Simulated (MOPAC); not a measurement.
Job for MOPAC: PM7 on Se2, 2S+1 = 3, a spin state set in the input, which need not be the lowest, a point of a bond scan (R = 2.228 Å).

```
PM7 1SCF PRECISE CHARGE=0 UHF MS=1 THREADS=1
Se2

Se     0.00000000 1     0.00000000 1     0.00000000 1
Se     0.00000000 1     0.00000000 1     2.22811700 1
```

It printed:

```
*******************************************************************************
 **                                                                           **
 **                              MOPAC v23.2.5                                **
 **                                                                           **
 *******************************************************************************
 ** MOPAC's Digital Object Identifier: https://doi.org/10.5281/zenodo.6511958 **
 **                                                                           **
 ** Please cite the open-source release paper for use of this MOPAC version:  **
 ** J. E. Moussa and J. J. P. Stewart (2026)                                  **
 ** MOPAC: An open-source semiempirical molecular orbital program             **
 ** J. Open Source Softw., 11(119), 8025, https://doi.org/10.21105/joss.08025 **
 *******************************************************************************

                              PM7 CALCULATION RESULTS

 *******************************************************************************
 *  PM7        - The PM7 Hamiltonian to be used
 *  UHF        - UNRESTRICTED HARTREE-FOCK CALCULATION
 *
 *
 *
 *                 CHARGE ON SYSTEM = 0
 *
 *
 *
 *  MS=        - IN MECI, MAGNETIC COMPONENT OF SPIN =  1.0
 *  PRECISE    - TIGHTER CRITERIA TO BE USED
 *  1SCF       - DO 1 SCF AND THEN STOP
 *  THREADS=1  - MULTI-THREADING NOT USED
 *  T=         - A TIME OF 172800.0 SECONDS REQUESTED
 *  DUMP=N     - RESTART FILE WRITTEN EVERY 7200.0 SECONDS REQUESTED
 *******************************************************************************
PM7 1SCF PRECISE CHARGE=0 UHF MS=1 THREADS=1
 Se2

   ATOM   CHEMICAL          X               Y               Z
  NUMBER   SYMBOL      (ANGSTROMS)     (ANGSTROMS)     (ANGSTROMS)

     1      Se          0.00000000  *   0.00000000  *   0.00000000  *
     2      Se          0.00000000  *   0.00000000  *   2.22811700  *



          CARTESIAN COORDINATES

    NO.       ATOM           X           Y           Z

     1        Se          0.0000      0.0000      0.0000
     2        Se          0.0000      0.0000      2.2281

 General Reference for PM7:
 "Optimization of Parameters for Semiempirical Methods VI: More Modifications to the
 NDDO Approximations and Re-optimization of Parameters", J. J. P. Stewart, J. Mol. Mod., 1:32, 19 (2013)
 https://link.springer.com/article/10.1007/s00894-012-1667-x

           Empirical Formula: Se2  =     2 atoms



      MOLECULAR POINT GROUP   :   D*h


          UHF CALCULATION, NO. OF ALPHA ELECTRONS =    7
                           NO. OF BETA  ELECTRONS =    5

 -------------------------------------------------------------------------------
 PM7 1SCF PRECISE CHARGE=0 UHF MS=1 THREADS=1
 Se2



     1SCF WAS SPECIFIED, SO BFGS WAS NOT USED
     SCF FIELD WAS ACHIEVED


                              PM7 CALCULATION
                                                       MOPAC v23.2.5 Linux




          FINAL HEAT OF FORMATION =         42.31123 KCAL/MOL =     177.03018 KJ/MOL


          COSMO AREA              =         92.27 SQUARE ANGSTROMS
          COSMO VOLUME            =         77.95 CUBIC ANGSTROMS

          IONIZATION POTENTIAL    =          7.762525 EV
          ALPHA SOMO LUMO (EV)    =         -7.763 -1.736
          BETA  SOMO LUMO (EV)    =         -8.929 -2.946
          NO. OF ALPHA ELECTRONS  =          7
          NO. OF BETA  ELECTRONS  =          5
          MOLECULAR WEIGHT        =        157.9200         POINT GROUP:  D*h

          MOLECULAR DIMENSIONS (Angstroms)

            Atom       Atom       Distance
           Se     2   Se     1     2.22812
           Se     2   Se     1     0.00000
           Se     1   Se     2     0.00000


          SCF CALCULATIONS        =          1





   ATOM   CHEMICAL          X               Y               Z
  NUMBER   SYMBOL      (ANGSTROMS)     (ANGSTROMS)     (ANGSTROMS)

     1      Se          0.00000000  *   0.00000000  *   0.00000000  *
     2      Se          0.00000000  *   0.00000000  *   2.22811700  *

                             CARTESIAN COORDINATES

   1   Se        0.000000000     0.000000000     0.000000000
   2   Se        0.000000000     0.000000000     2.228117000


           Empirical Formula: Se2  =     2 atoms



      MOLECULAR POINT GROUP   :   D*h


          ALPHA EIGENVALUES
 -25.50993 -22.53303 -10.10264 -10.01582 -10.01582  -7.76252  -7.76252  -1.73628


           BETA EIGENVALUES
 -22.82412 -19.23386  -9.86731  -8.92890  -8.92890  -2.94559  -2.94559  -1.46324


              NET ATOMIC CHARGES AND DIPOLE CONTRIBUTIONS

  ATOM NO.   TYPE          CHARGE      No. of ELECS.   s-Pop       p-Pop
    1         Se          -0.000000        6.0000     1.98483     4.01517
    2         Se           0.000000        6.0000     1.98483     4.01517
 DIPOLE           X         Y         Z       TOTAL
 POINT-CHG.     0.000     0.000     0.000     0.000
 HYBRID        -0.000    -0.000    -0.000     0.000
 SUM           -0.000    -0.000     0.000     0.000


          ATOMIC ORBITAL ELECTRON POPULATIONS

     Atom    s        px        py        pz
    1 Se   1.98483   1.50000   1.50000   1.01517
    2 Se   1.98483   1.50000   1.50000   1.01517


                    (SZ)    =    1.000000
                    (S**2)  =    2.001716


          ATOMIC ORBITAL SPIN POPULATIONS

    Atom   Total    s     px     py     pz
         Atomic
    1 Se  1.0000  0.005  0.500  0.500 -0.005
    2 Se  1.0000  0.005  0.500  0.500 -0.005

 **********************
 *                    *
 * JOB ENDED NORMALLY *
 *                    *
 **********************




 == MOPAC DONE ==
```

The run finished.

Cost: around 0.03 core-seconds (rough).
